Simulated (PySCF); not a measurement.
5-fluorocyclopenta-1,3-diene (C5H5F), SMILES FC1C=CC=C1. Geometry: B3LYP-D3(BJ)/def2-SVP. Other conformers were not sampled.

Give the equilibrium geometry at B3LYP-D3(BJ)/def2-SVP (PySCF confirms it by a frequency run) as Cartesian coordinates in Å, and its point group. (The exact figures need the calculation; the answer reports its results.)

This is not unique; one that fits is point group Cs.
```xyz
11

F     -1.9288    -0.3516     0.0000
C     -0.7456     0.3585     0.0000
C      0.1509     0.0991    -1.1892
C      1.4025    -0.1155    -0.7408
C      1.4025    -0.1155     0.7408
C      0.1509     0.0991     1.1892
H     -1.0078     1.4392     0.0000
H     -0.1926     0.1529    -2.2221
H      2.2921    -0.2674    -1.3545
H      2.2921    -0.2674     1.3545
H     -0.1926     0.1529     2.2221
```
Charge 0, spin multiplicity 1.
